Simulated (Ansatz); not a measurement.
Relaxation of C2H4BS (8 atoms, charge -1, multiplicity 1), to a largest force component of 0.015 eV/Å in at most 40 steps.

These are results of RKS BLYP-D4/def2-SVP (Ansatz 0.2.0), not measurements.

```xyz
8
Properties=species:S:1:pos:R:3
B 0.189 1.278 0.150
C 0.263 -0.168 -0.344
C 1.090 -0.532 -1.363
S -0.758 -1.356 0.421
H 0.824 2.139 -0.343
H -0.516 1.565 1.059
H 1.729 0.191 -1.854
H 1.145 -1.550 -1.725
```

Problem. Where does it end, and by what steps?

Solution. The run converged. Limits of this set-up: an anion without diffuse functions, the dipole of an ion depends on the origin. After 17 steps the energy has fallen by 1.080 eV; H5 moved furthest, 1.40 Å. Joined: B1–S4.

| step | energy less start (eV) | largest force component (eV/Å) | accepted |
| --- | --- | --- | --- |
| 0 | 0.0000 | 0.940 | yes |
| 1 | -0.1486 | 0.296 | yes |
| 2 | -0.1718 | 0.273 | yes |
| 3 | -0.1575 | 0.603 | no |
| 4 | -0.1970 | 0.163 | yes |
| 5 | -0.2239 | 0.202 | yes |
| 6 | -0.2664 | 0.289 | yes |
| 7 | -0.3317 | 0.490 | yes |
| 8 | -0.4380 | 0.657 | yes |
| 9 | -0.6350 | 0.686 | yes |
| 10 | -0.8474 | 0.606 | yes |
| 11 | -1.0235 | 0.492 | yes |
| 12 | -1.0431 | 0.890 | yes |
| 13 | -1.0771 | 0.127 | yes |
| 14 | -1.0786 | 0.093 | yes |
| 15 | -1.0800 | 0.046 | yes |
| 16 | -1.0801 | 0.036 | yes |
| 17 | -1.0802 | 0.009 | yes |

```xyz
8
Properties=species:S:1:pos:R:3
B -0.058 1.179 0.228
C 0.442 -0.054 -0.573
C 1.360 -0.667 -1.356
S -1.122 -0.600 0.099
H -0.579 2.130 -0.361
H 0.403 1.419 1.347
H 2.280 -0.136 -1.664
H 1.239 -1.705 -1.719
```

Whether the end is a true minimum wasn't checked by a vibrational analysis.

The run took 44 s on 1 thread of Arm Neoverse V1 (shared host), peak memory 0.12 GiB.
